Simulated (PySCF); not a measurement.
A structure optimised at B3LYP-D3(BJ)/def2-SVP, used in a PySCF frequency run:

```xyz
14

N      1.8961    -0.9229     0.6265
Si     0.7120     0.1189    -0.0549
O      1.5468     1.2450    -0.9739
C     -0.5614     0.9444     1.1404
N     -1.7422     0.2149     0.6503
Si    -1.3313    -0.8669    -0.6614
H      1.8784    -1.9193     0.4428
H      2.8337    -0.5894     0.8291
H      1.0653     2.0514    -1.1941
H     -0.6451     2.0443     1.0220
H     -0.3340     0.7466     2.2059
H     -2.6294     0.3643     1.1206
H     -1.5922    -2.3245    -0.4090
H     -1.9905    -0.5704    -1.9769
```

Question: Write its SMILES and formula.

Answer: N[Si@]1(O)CN[SiH2]1, CH₈N₂OSi₂

Question: What are its rotational constants (standard atomic weights)?

Answer: 3.3482, 1.7006, 1.5940 GHz
